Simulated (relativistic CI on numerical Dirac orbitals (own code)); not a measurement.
**Sensitivity of the levels of W18+ to α and to the nuclear radius**

These numbers are calculated, not measured: Dirac-Coulomb-Breit CI, separate exchange-only KLI orbitals for each configuration, derivatives by finite differences, unscaled Slater integrals, QED left out (own radial code, finite nucleus).

Configuration list (outside the closed core [Ar] 3d10 4p6 4d10): 4s2 4f10, 4s2 4f9 5s, 4s2 4f8 5s2, 4s 4f11, 4f12. Levels of other configurations are missing.

With x = (α/α₀)² − 1 an excitation energy changes as ω = ω₀ + qx; K = 2q/ω₀ is the relative enhancement. Terms are leading LS components, so labels can repeat. The field-shift factor is F = δν/δ⟨r²⟩ for the transition from the lowest level.

Lowest level 4s2 4f10 5I_8.

| Level | ω₀ (cm⁻¹) | q (cm⁻¹) | F (GHz/fm²) |
| --- | --- | --- | --- |
| 4s2 4f10 5I_7 | 14834.8 | 15690 | 0.825 |
| 4s2 4f10 5I_6 | 23732.7 | 20310 | 1.14 |
| 4s2 4f10 5I_5 | 28808.6 | 13830 | 0.909 |
| 4s2 4f10 5F_5 | 34970.3 | 12130 | 0.925 |
| 4s2 4f10 5I_4 | 35124.7 | 26180 | 1.51 |
| 4s2 4f10 5S_2 | 38900.8 | -316 | 0.408 |
| 4s2 4f10 3K_8 | 41632.9 | 8888 | 0.792 |
| 4s2 4f10 5F_4 | 43383.0 | 11630 | 1.09 |
| 4s2 4f10 5S_2 | 48279.8 | 14590 | 1.19 |
| 4s2 4f10 5G_6 | 48774.0 | 7732 | 1.1 |
| 4s2 4f10 5F_3 | 49038.0 | 17770 | 1.37 |
| 4s2 4f10 5F_1 | 51972.2 | 17020 | 1.31 |
| 4s2 4f10 5F_5 | 53072.5 | 15680 | 1.29 |

At this charge energies of transitions that change n are usually good to better than 1 %, and those within a shell (Δn = 0) to a few per cent. Terms inside the open d or f shell come out 10 to 20 % too wide with unscaled integrals.

Problem. Which transition from the lowest level has the largest |K|?

Solution. 4s2 4f10 5I_7 at 14834.8 cm⁻¹, K = 2.12.
